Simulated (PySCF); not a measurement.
PySCF input for NP, SMILES N#P, ADC(3)/aug-cc-pVDZ. Geometry optimised at B3LYP-D3(BJ)/def2-TZVPD.

```python
import numpy as np
from pyscf import gto, scf, dft, adc

mol = gto.M(
    atom='''
    N     0.00000000    0.00000000   -1.01053446
    P     0.00000000    0.00000000    0.47158275
    ''',
    basis='aug-cc-pVDZ',
    charge=0,
    spin=0,
    max_memory=1600,
    verbose=4,
)
mf = scf.RHF(mol)
mf.conv_tol = 1e-10
mf.max_cycle = 100
mf.kernel()
res = {}
for kind, nroots in (('ee', 6), ('ip', 6), ('ea', 2)):
    a = adc.ADC(mf).density_fit('aug-cc-pvdz-ri')
    a.method, a.method_type = 'adc(3)', kind
    e, v, p, x = a.kernel(nroots=nroots)
    res[kind] = (e * 27.211386245988, p)
for kind, (e, p) in res.items():
    print(kind, 'energies / eV', np.round(e, 3), 'strengths', np.round(p, 4))
```

Log of the run:

```
PySCF version 2.14.0

[INPUT] verbose = 4
[INPUT] num. atoms = 2
[INPUT] num. electrons = 22
[INPUT] charge = 0
[INPUT] spin (= nelec alpha-beta = 2S) = 0
[INPUT] symmetry False subgroup None
[INPUT] Mole.unit = angstrom
[INPUT] Symbol           X                Y                Z      unit          X                Y                Z       unit  Magmom
[INPUT]  1 N      0.000000000000   0.000000000000  -1.010534460000 AA    0.000000000000   0.000000000000  -1.909633368835 Bohr   0.0
[INPUT]  2 P      0.000000000000   0.000000000000   0.471582750000 AA    0.000000000000   0.000000000000   0.891162242569 Bohr   0.0

nuclear repulsion = 37.4893475169889
number of shells = 16
number of NR pGTOs = 85
number of NR cGTOs = 50
basis = aug-cc-pVDZ
ecp = {}


[settings echo left out]
init E= -395.076158496644
  HOMO = -0.319548197921429  LUMO = -0.0417729497025927  gap/eV = 7.55865
cycle= 1 E= -395.116530486963  delta_E= -0.0404  |g|= 0.313  |ddm|= 1.46
  HOMO = -0.435930774887053  LUMO = 0.0181681859432836  gap/eV = 12.35666
cycle= 2 E= -395.123302512852  delta_E= -0.00677  |g|= 0.332  |ddm|= 0.515
  HOMO = -0.459649854572453  LUMO = 0.0209760800767074  gap/eV = 13.07850
cycle= 3 E= -395.150394319603  delta_E= -0.0271  |g|= 0.039  |ddm|= 0.253
  HOMO = -0.444918557720709  LUMO = 0.0315120614105642  gap/eV = 12.96434
cycle= 4 E= -395.151114282401  delta_E= -0.00072  |g|= 0.014  |ddm|= 0.0595
  HOMO = -0.447171554552614  LUMO = 0.0312032208952511  gap/eV = 13.01724
cycle= 5 E= -395.151233316331  delta_E= -0.000119  |g|= 0.00368  |ddm|= 0.0291
  HOMO = -0.446935926952145  LUMO = 0.0311773483574961  gap/eV = 13.01012
cycle= 6 E= -395.151243987318  delta_E= -1.07e-05  |g|= 0.00127  |ddm|= 0.0109
  HOMO = -0.446988480358308  LUMO = 0.0312210821147028  gap/eV = 13.01275
cycle= 7 E= -395.151244936372  delta_E= -9.49e-07  |g|= 0.000147  |ddm|= 0.00356
  HOMO = -0.44697903717999  LUMO = 0.0312131118987364  gap/eV = 13.01227
cycle= 8 E= -395.151244951009  delta_E= -1.46e-08  |g|= 1.26e-05  |ddm|= 0.000349
  HOMO = -0.446981876723134  LUMO = 0.0312121856095422  gap/eV = 13.01232
cycle= 9 E= -395.151244951129  delta_E= -1.2e-10  |g|= 2.14e-06  |ddm|= 2.58e-05
  HOMO = -0.446982089625868  LUMO = 0.0312121814510366  gap/eV = 13.01233
cycle= 10 E= -395.151244951133  delta_E= -3.87e-12  |g|= 4.77e-07  |ddm|= 6.12e-06
  HOMO = -0.446982041317957  LUMO = 0.0312121633707679  gap/eV = 13.01233
Extra cycle  E= -395.151244951133  delta_E= -6.25e-13  |g|= 2.55e-07  |ddm|= 8.56e-07
converged SCF energy = -395.151244951133

******** <class 'pyscf.adc.radc.RADC'> ********
******** ADC Orbital Information ********
Number of Frozen Occupied Orbitals: 0
Number of Frozen Virtual Orbitals: 0
Number of Active Occupied Orbitals: 11
Number of Active Virtual Orbitals: 39
*****************************************
******** <class 'pyscf.df.df.DF'> ********
auxbasis = aug-cc-pvdz-ri
Reference correlation energy (doubles): -0.30332269
MP3 correlation energy of reference state (a.u.) = -0.30332269

******** <class 'pyscf.adc.radc_ee.RADCEE'> ********
max_space = 12
max_cycle = 50
conv_tol = 1e-08

*************************************************************
        ADC calculation summary (singlet states only)
*************************************************************
adc(3) root 0  |  Energy (Eh) =   0.1807778282  |  Energy (eV) =   4.91921527  |  Osc. strength = 0.00000000  |  conv = True
adc(3) root 1  |  Energy (Eh) =   0.1880697403  |  Energy (eV) =   5.11763830  |  Osc. strength = 0.00266581  |  conv = True
adc(3) root 2  |  Energy (Eh) =   0.1880697403  |  Energy (eV) =   5.11763830  |  Osc. strength = 0.00266581  |  conv = True
adc(3) root 3  |  Energy (Eh) =   0.1890243538  |  Energy (eV) =   5.14361466  |  Osc. strength = 0.00000000  |  conv = True
adc(3) root 4  |  Energy (Eh) =   0.1890243574  |  Energy (eV) =   5.14361476  |  Osc. strength = 0.00000000  |  conv = True
adc(3) root 5  |  Energy (Eh) =   0.2547015142  |  Energy (eV) =   6.93078122  |  Osc. strength = 0.02540160  |  conv = True

******** <class 'pyscf.adc.radc.RADC'> ********
******** ADC Orbital Information ********
Number of Frozen Occupied Orbitals: 0
Number of Frozen Virtual Orbitals: 0
Number of Active Occupied Orbitals: 11
Number of Active Virtual Orbitals: 39
*****************************************
******** <class 'pyscf.df.df.DF'> ********
auxbasis = aug-cc-pvdz-ri
Reference correlation energy (doubles): -0.30332269
MP3 correlation energy of reference state (a.u.) = -0.30332269

******** <class 'pyscf.adc.radc_ip.RADCIP'> ********
max_space = 12
max_cycle = 50
conv_tol = 1e-08

*************************************************************
        ADC calculation summary (doublet states only)
*************************************************************
adc(3) root 0  |  Energy (Eh) =   0.4443259704  |  Energy (eV) =  12.09072550  |  Spec. factor = 1.79241772  |  conv = True
adc(3) root 1  |  Energy (Eh) =   0.4486539047  |  Energy (eV) =  12.20849459  |  Spec. factor = 1.78774335  |  conv = True
adc(3) root 2  |  Energy (Eh) =   0.4486539074  |  Energy (eV) =  12.20849466  |  Spec. factor = 1.78774331  |  conv = True
adc(3) root 3  |  Energy (Eh) =   0.5746858826  |  Energy (eV) =  15.63799939  |  Spec. factor = 0.94555360  |  conv = True
adc(3) root 4  |  Energy (Eh) =   0.5973024069  |  Energy (eV) =  16.25342637  |  Spec. factor = 0.01443377  |  conv = True
adc(3) root 5  |  Energy (Eh) =   0.5973024935  |  Energy (eV) =  16.25342872  |  Spec. factor = 0.01443378  |  conv = True

******** <class 'pyscf.adc.radc.RADC'> ********
******** ADC Orbital Information ********
Number of Frozen Occupied Orbitals: 0
Number of Frozen Virtual Orbitals: 0
Number of Active Occupied Orbitals: 11
Number of Active Virtual Orbitals: 39
*****************************************
******** <class 'pyscf.df.df.DF'> ********
auxbasis = aug-cc-pvdz-ri
Reference correlation energy (doubles): -0.30332269
MP3 correlation energy of reference state (a.u.) = -0.30332269

******** <class 'pyscf.adc.radc_ea.RADCEA'> ********
max_space = 12
max_cycle = 50
conv_tol = 1e-08

*************************************************************
        ADC calculation summary (doublet states only)
*************************************************************
adc(3) root 0  |  Energy (Eh) =   0.0052639950  |  Energy (eV) =   0.14324060  |  Spec. factor = 1.80267471  |  conv = True
adc(3) root 1  |  Energy (Eh) =   0.0052639950  |  Energy (eV) =   0.14324060  |  Spec. factor = 1.80267471  |  conv = True
ee energies / eV [4.919 5.118 5.118 5.144 5.144 6.931] strengths [0.     0.0027 0.0027 0.     0.     0.0254]
ip energies / eV [12.091 12.208 12.208 15.638 16.253 16.253] strengths [1.7924 1.7877 1.7877 0.9456 0.0144 0.0144]
ea energies / eV [0.143 0.143] strengths [1.8027 1.8027]
```

Self-consistency was reached.

Cost: about 2.8 core-minutes (a rough figure).
